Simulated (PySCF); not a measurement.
## Cr²⁺ (chromium, charge +2) across methods

[Ar] 3d4, high-spin 5D determinant. Calculation: PySCF 2.14, in aug-cc-pVDZ-DK (7s6p4d2f, 59 functions); scalar relativity by spin-free X2C-1e.

| method | E (hartree) | mean ε 3p α (eV) | mean ε 3p β (eV) | mean ε 3d α (eV) | Σ⟨r²⟩ (bohr²) | ⟨S²⟩ |
| --- | --- | --- | --- | --- | --- | --- |
| PBE0 | -1049.698 | -72.054 | -66.612 | -26.483 | 16.42 | 6.000 |
| BP86 | -1050.033 | -67.863 | -63.982 | -24.247 | 16.50 | 6.000 |
| r2SCAN | -1049.868 | -69.590 | -64.492 | -24.534 | 16.41 | 6.001 |
| PW91 | -1049.951 | -67.946 | -63.936 | -24.320 | 16.54 | 6.000 |
| BHandHLYP | -1049.901 | -76.008 | -69.267 | -28.603 | 16.34 | 6.001 |
| wB97M-V | -1049.820 | -74.303 | -69.271 | -28.847 | 16.49 | 6.001 |
| PBE | -1049.656 | -67.875 | -63.844 | -24.233 | 16.55 | 6.000 |
| UHF | -1048.87917 | -83.658 | -73.468 | -32.506 | 16.26 | 6.001 |
| LDA | -1047.548 | -67.766 | -63.905 | -24.339 | 16.54 | 6.000 |
